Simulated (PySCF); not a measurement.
Run record: geometry optimisation, `C#C/C=C/C=C/C(C)=O`.

Computed with PBE0-D3(BJ)/def2-SVP geometry optimisation, gas phase (PySCF 2.14.0). Start geometry: GFN2-xTB. A driver script takes a list of jobs; this job's settings line and coordinates (Å) are shown.

Input:
```
{"job": {"xc": "PBE0", "basis": "def2-SVP", "d3": "d3bj", "grid": 2, "kind": "geom"}, "charge": 0, "multiplicity": 1}
C      4.840025     0.214835     0.957996
C      3.758317    -0.133334     0.563180
C      2.504499    -0.550286     0.095554
C      1.350130     0.062129     0.419471
C      0.080519    -0.376771    -0.067778
C     -1.096271     0.195945     0.244460
C     -2.361788    -0.314837    -0.295627
C     -3.587807     0.440305     0.160866
O     -2.422371    -1.265418    -1.046988
H      5.782224     0.520267     1.303599
H      2.504039    -1.414579    -0.557602
H      1.364869     0.922612     1.076183
H      0.065549    -1.231315    -0.733859
H     -1.143255     1.050304     0.905176
H     -3.506246     1.482952    -0.140257
H     -3.657587     0.404770     1.246539
H     -4.481845     0.004449    -0.276223
```

Output:
```
step   0  E = -384.06158280  max force = 0.019131
step   1  E = -384.06399394  max force = 0.003270
step   2  E = -384.06398822  max force = 0.001055
step   3  E = -384.06403090  max force = 0.000960
step   4  E = -384.06402348  max force = 0.000759
step   5  E = -384.06403523  max force = 0.000284
optimisation converged
```

Energies in Eh; «max force» is the largest Cartesian gradient component in Eh/bohr.

Task: How much energy does the optimisation release, in kcal/mol?

Result: E(step 0) − E(last step) = 0.002452 Eh, which is 1.5 kcal/mol.

Main results: final energy -384.06404 Eh after 5 steps; dipole 2.75 D.

Task: Give the final coordinates.

Result: 0.055 Å rms from the input after alignment:
```
atom  x, y, z in Å
C1     4.7996    0.1931    0.7706
C2     3.6956   -0.1390    0.3867
C3     2.4218   -0.5476   -0.0753
C4     1.2579    0.0610    0.2572
C5    -0.0196   -0.3839   -0.2314
C6    -1.2008    0.1918    0.0755
C7    -2.4696   -0.3426   -0.4795
C8    -3.7307    0.3755   -0.0726
O9    -2.4868   -1.3045   -1.2190
H10    5.7738    0.4904    1.1130
H11    2.3947   -1.4158   -0.7453
H12    1.2814    0.9280    0.9257
H13   -0.0503   -1.2517   -0.9018
H14   -1.2434    1.0620    0.7390
H15   -3.6794    1.4351   -0.3711
H16   -3.8417    0.3579    1.0237
H17   -4.5998   -0.1013   -0.5416
```

Task: How long does this job take on one thread, Intel Xeon Platinum 8488C (x86_64), no GPU, shared host with 48 logical CPUs at a one-minute load of 8.8? And the peak memory of the process?

Result: About 69 s, with 0.78 GiB resident at the peak, the Python interpreter and its libraries included.
Labels such as C1 count atoms from 1, the log's own numbers from 0.
